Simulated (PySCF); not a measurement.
**Dipole moment and polarisability of `O[SiH]1C=C[SiH2]C=C1`**

Compound: C4H8OSi2.
Geometry (GFN2-xTB, Å), atoms numbered from 1 in this order:
```
atom  x, y, z in Å
O1    -2.5082    1.5270    0.0605
Si2   -1.0632    0.9363    0.5453
C3    -1.0767   -0.9443    0.6694
C4    -0.0148   -1.7116    0.4328
Si5    1.6614   -1.0424   -0.0975
C6     1.3949    0.6527   -0.8686
C7     0.3291    1.4143   -0.6315
H8    -2.8935    1.2875   -0.7780
H9    -0.9399    1.5840    1.8503
H10   -2.0116   -1.4132    0.9665
H11   -0.1056   -2.7888    0.5379
H12    2.5572   -0.9367    1.0651
H13    2.2572   -1.9465   -1.0951
H14    2.1587    1.0101   -1.5533
H15    0.2505    2.3795   -1.1257
```

Level: wB97X-D/def2-SVPD (PySCF), static field, nuclei fixed, core orbitals frozen in the response. The polarisability tensor in these axes (au):

```
x   110.21 -15.81  -9.63
y   -15.81 101.01  -1.78
z    -9.63  -1.78  79.00
```

Task: What are the eigenvalues, a third of the trace, and Δα (Δα² = ½Σ(αi − αj)² over the three pairs)?

Result: Principal values 74.52, 92.59 and 123.10 au; mean 96.74 au = 14.34 Å³ = 15.95 × 10⁻⁴⁰ C²·m²/J; Δα = 42.53 au (44 % of the mean).

Task: What is the dipole moment, and where does it point?

Result: (0.11, -0.81, -1.38) D, 1.60 D in size, pointing from the negative to the positive side. Measured along this direction, the outermost atoms are H9 at the negative end and H13 at the positive end.

Task: How large is μ²/3kT at 298 K beside α?

Result: In Gaussian units μ²/3kT = 20.76 Å³ against 14.34 Å³, a ratio of 1.45; the Debye molar polarisation (4π/3)N_A(α + μ²/3kT) is 88.5 cm³/mol, leaving out the vibrational part.

Task: In TDDFT the mean static polarisability is Σ f/ω² over all singlet excitations (ω in hartree). How much of it do the 8 lowest give? Their energies (eV) and oscillator strengths: 5.32, 0.0052; 5.81, 0.0051; 6.16, 0.0003; 6.54, 0.1782; 6.74, 0.0002; 6.91, 0.0104; 7.22, 0.0252; 7.28, 0.4492.

Result: They add up to 10.14 au, 10.5 % of the 96.74 au; the largest single term is 6.27 au, from the state at 7.28 eV. Terms in order: 0.14, 0.11, 0.01, 3.09, 0.00, 0.16, 0.36, 6.27 au. Higher excitations give the rest. The strengths listed sum to 0.674.

Task: Give the eigenvalues of the traceless quadrupole moment Θ = ½Σq(3rr − r²1), origin at the centre of nuclear charge.

Result: -8.69, 3.49, 5.20 D·Å. The values depend on the origin, since the dipole doesn't vanish. The electronic extent ⟨r²⟩ about the same centre is 1154 bohr², a root-mean-square distance of 2.18 Å for the 68 electrons.

Task: Along which axes do the principal values lie, and how far do the nuclei extend along each?

Result: Largest value along (0.81, -0.57, -0.15), where the nuclei span 6.05 Å; middle along (0.46, 0.78, -0.43), 4.89 Å; least along (0.36, 0.28, 0.89), 3.13 Å. The response follows the extents in order.

Task: What would n − 1 = 2πNα be for an ideal gas of these molecules at 298.15 K and 1 atm, electronic part alone?

Result: N = p/kT = 2.4615 × 10¹⁹ cm⁻³, so n − 1 = 2π × N × 14.34 × 10⁻²⁴ cm³ = 2217 × 10⁻⁶ at long wavelengths.

One conformer (not necessarily the lowest) at the GFN2-xTB geometry, without solvent, vibrations or thermal averaging.
